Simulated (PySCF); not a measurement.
Computed IR spectrum (relative IR intensity) of a molecule C4H7FSi. The structure is a stationary point at PBE-D3(BJ)/def2-SVP. One conformer was computed; it need not be the lowest. Method: PBE-D3(BJ)/def2-SVP in PySCF 2.14.0. Frequencies are harmonic and unscaled.

ν (cm⁻¹): 446 (w), 516 (w), 574 (w), 662 (w), 678 (w), 701 (w), 763 (s), 786 (m), 873 (s), 957 (w), 970 (m), 992 (w), 1059 (m), 1211 (w), 1242 (w), 1284 (m), 1375 (vw), 1380 (vw), 2126 (vs), 2970 (w), 3039 (m), 3135 (w) (against the strongest line: vs over 80 %, s over 45 %, m over 15 %, w over 4 %, vw less)

**Question.** Identify the compound among the candidates.
(A) F[Si@@H]1C=CCC1
(B) CC#C[Si@H](C)F
(C) C[Si@H]1C=C[C@H]1F
(D) CC#C[C@H](F)[SiH3]

**Answer.** C, C[Si@H]1C=C[C@H]1F
